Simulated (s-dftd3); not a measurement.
nickel atom (Ni), triplet; D3(bj) for b3lyp (s-dftd3).

Here is a job for s-dftd3.
```
$ s-dftd3 mol.xyz --bj b3lyp --json dftd3.json --noedisp --grad

# file mol.xyz
1

Ni     0.00000000     0.00000000     0.00000000
```

It wrote (shortened):

```
-----------------------------------
 s i m p l e   D F T - D 3  v1.4.0
-----------------------------------

Rational (Becke-Johnson) damping: b3lyp-D3(BJ)
---------------------
  s6         1.0000
  s8         1.9889
  s9         0.0000
  a1         0.3981
  a2         4.4211
 alp        14.0000
--------------------

Dispersion energy:       0.0000000000000E+00 Eh

Gradient norm:           0.0000000000000E+00 Eh/a0
--------------------------------------------------
     #    Z           dE/dx      dE/dy      dE/dz
--------------------------------------------------
     1   28 Ni    0.000E+00  0.000E+00  0.000E+00
--------------------------------------------------

Virial:
--------------------------------------------------
      component           x          y          z
--------------------------------------------------
          x       0.000E+00  0.000E+00  0.000E+00
          y       0.000E+00  0.000E+00  0.000E+00
          z       0.000E+00  0.000E+00  0.000E+00
--------------------------------------------------

[Info] JSON dump of results written to 'dftd3.json'
```
